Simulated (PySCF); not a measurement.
Molfile (atoms numbered from 1):
```
C6H6B2F2
     RDKit          3D

 16 16  0  0  0  0  0  0  0  0999 V2000
   -0.0081    2.1963    0.4732 B   0  0  0  0  0  0  0  0  0  0  0  0
   -0.2798    0.7110    0.0379 C   0  0  0  0  0  0  0  0  0  0  0  0
   -1.4781    0.2870   -0.5515 C   0  0  0  0  0  0  0  0  0  0  0  0
   -1.6544   -1.0480   -0.9103 C   0  0  0  0  0  0  0  0  0  0  0  0
   -0.6453   -1.9913   -0.6924 C   0  0  0  0  0  0  0  0  0  0  0  0
    0.5504   -1.5890   -0.1113 C   0  0  0  0  0  0  0  0  0  0  0  0
    0.7377   -0.2475    0.2530 C   0  0  0  0  0  0  0  0  0  0  0  0
    1.9995    0.3317    0.8909 B   0  0  0  0  0  0  0  0  0  0  0  0
    1.9525    1.6570    1.1576 F   0  0  0  0  0  0  0  0  0  0  0  0
    3.1101   -0.2946    1.2067 F   0  0  0  0  0  0  0  0  0  0  0  0
   -0.3996    2.5936    1.5459 H   0  0  0  0  0  0  0  0  0  0  0  0
    0.3693    3.0069   -0.3405 H   0  0  0  0  0  0  0  0  0  0  0  0
   -2.2871    0.9995   -0.7348 H   0  0  0  0  0  0  0  0  0  0  0  0
   -2.5962   -1.3618   -1.3688 H   0  0  0  0  0  0  0  0  0  0  0  0
   -0.7988   -3.0342   -0.9783 H   0  0  0  0  0  0  0  0  0  0  0  0
    1.3491   -2.3149    0.0637 H   0  0  0  0  0  0  0  0  0  0  0  0
  1  2  1  0
  2  3  2  0
  3  4  1  0
  4  5  2  0
  5  6  1  0
  6  7  2  0
  7  8  1  0
  8  9  1  0
  8 10  1  0
  7  2  1  0
  1 11  1  0
  1 12  1  0
  3 13  1  0
  4 14  1  0
  5 15  1  0
  6 16  1  0
M  END
```

[PySCF 2.14.0 with density-fitted response routines: shieldings: GIAO HF/pcSseg-1; structure optimised with PBE0-D3(BJ)/def2-SVP; no relativistic terms; rapidly exchanging positions averaged; isolated molecule; one computed conformer]

Chemical shifts δ = σref − σ; ¹³C, ¹H vs TMS; ¹¹B vs BF3·OEt2; ¹⁹F vs CFCl3, all at this level.

| atoms | nucleus | count | δ (ppm) |
| --- | --- | --- | --- |
| H15 | ¹H | 1 | 7.39 |
| C3 | ¹³C | 1 | ? |
| B1 | ¹¹B | 1 | 61.6 |
| C6 | ¹³C | 1 | 146.6 |
| H11/H12 | ¹H | 2 | ? |
| H13 | ¹H | 1 | ? |
| C7 | ¹³C | 1 | 121.5 |
| H14 | ¹H | 1 | 7.92 |
| C4 | ¹³C | 1 | 146.4 |
| B8 | ¹¹B | 1 | 28.0 |
| C2 | ¹³C | 1 | ? |
| H16 | ¹H | 1 | 8.24 |
| C5 | ¹³C | 1 | 130.1 |
| F9/F10 | ¹⁹F | 2 | -71.7 |

Q: Complete the table.

A: 
- C2: 172.7 ppm, substituted aromatic carbon
- C3: 128.2 ppm, aromatic CH; the aromatic region
- H13: 7.30 ppm, hydrogen on an aromatic CH; it sits in the deshielding region of the aromatic ring current
- H11/H12: 6.85 ppm, hydrogen on a boron bonded to C

Hydrogens on boron are broadened and split by ¹¹B (spin 3/2, 80 %) and 10B (spin 3). A carbon bonded to boron is broadened by the quadrupolar boron nucleus and is often missing from a measured spectrum. Shifts are as computed. Against solution values, carbons near 30 ppm lie about -0 ppm off and those near 130 ppm about +7 ppm. Of 1313 compounds with measured shifts, 239 miss one by over three times the rms of a fit or turn the order of signals round; such compounds aren't used in these exercises. Unscaled 19F shifts against computed CFCl3 carry errors that often reach 10 to 50 ppm.
